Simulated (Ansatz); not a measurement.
Correlation energies of `ClC[BH][GeH3]` by basis set

Cartesian coordinates in Å:
```
Cl -1.5756 -1.4569 0.2676
C -1.3115 0.2354 0.9046
B 0.1567 -0.2444 0.6991
Ge 1.1741 0.1607 -1.0447
H -1.7835 0.9191 0.2048
H -1.7443 0.2820 1.8999
H 0.6988 -0.7737 1.6222
H 1.9564 -1.0517 -1.5810
H 0.2274 0.6413 -2.1652
H 2.2015 1.2882 -0.8073
```

Charge 0, multiplicity 1. Correlated methods include outer-core shells of Ge, which these sets cover unevenly. Scalar relativity is left out up to krypton. The geometry is a stationary point of PBE0-D4/def2-TZVP. It is one conformer, not always the lowest. Frozen core, restricted reference, the Gaussian-basis code of Ansatz.

```csv
basis,HF (Eh),MP2 corr.
def2-SVP,-2600.41957,-0.60057
def2-TZVPP,-2600.91356,-0.73604
def2-QZVPP,-2600.97117,-1.03699
```

Task: Estimate the CCSD correlation energy and the (T) correction in each basis where they were run (hartree).

Result: 
```tsv
basis	CCSD corr.	(T)
def2-SVP	-0.64756	-0.01906
def2-TZVPP	-0.78406	-0.03197
```
